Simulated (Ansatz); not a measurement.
The same path of F3H3NOTa + H2 (11 atoms, charge 0, multiplicity 1) was run 3 times with different band settings. Lost on the way: H10–H11. Made: Ta1–H10, O2–H11.

Computed with RKS PBE/def2-SVP in Ansatz.

Relaxed end points:

```xyz
11
Properties=species:S:1:pos:R:3
Ta 0.153 0.453 0.105
O 1.999 0.751 -0.199
H 2.821 0.864 0.306
N -0.434 0.337 1.992
H -0.531 -0.548 2.499
H -0.806 1.131 2.524
F -0.966 0.279 -1.421
F -0.342 2.289 0.276
F 0.265 -1.454 0.246
H 1.450 -3.500 0.845
H 1.872 -4.095 1.091
```

```xyz
11
Properties=species:S:1:pos:R:3
Ta 0.274 -0.281 0.750
O 2.133 -0.958 -0.483
H 2.311 -0.367 -1.242
N -1.145 0.166 2.046
H -2.033 -0.341 2.133
H -1.105 0.947 2.710
F 0.227 0.564 -0.994
F 1.316 1.139 1.487
F -0.758 -1.771 0.183
H 1.286 -1.415 1.716
H 2.975 -1.176 -0.043
```

Common settings: spring 5.0 eV/Å²; optimiser quadratic models (default); force threshold 0.03 eV/Å; iteration limit 60; end points relaxed.

| run | movable images | climbing image | start path |
| --- | --- | --- | --- |
| 1 | 7 | yes | through a guess of the saddle point |
| 2 | 7 | yes | straight line |
| 3 | 3 | no | through a guess of the saddle point |

Problem. What does each run give, and how far can it be trusted?

Solution. Run 1: converged after 25 iterations, highest image 1.166 eV above the first end. A vibrational analysis at the climbing image gives one clearly imaginary mode, 953i cm⁻¹: a first-order saddle point.
Run 2: converged after 24 iterations, highest image 1.166 eV above the first end. Beside the main top the profile has a ripple of under 15 meV (maxima at images 2, 6), which may be a very shallow well or noise. Another band between the same ends (7 images) ends at a top of the same energy, where a vibrational analysis finds 1 clearly imaginary mode.
Run 3: converged after 23 iterations, highest image 0.838 eV above the first end. No image climbed, so the highest image needn't sit at the top of the path. So few images can step over the top or miss a turn of the path.
The orbitals stay closed-shell, which can raise the energy where a bond breaks towards radicals; this wasn't checked here.
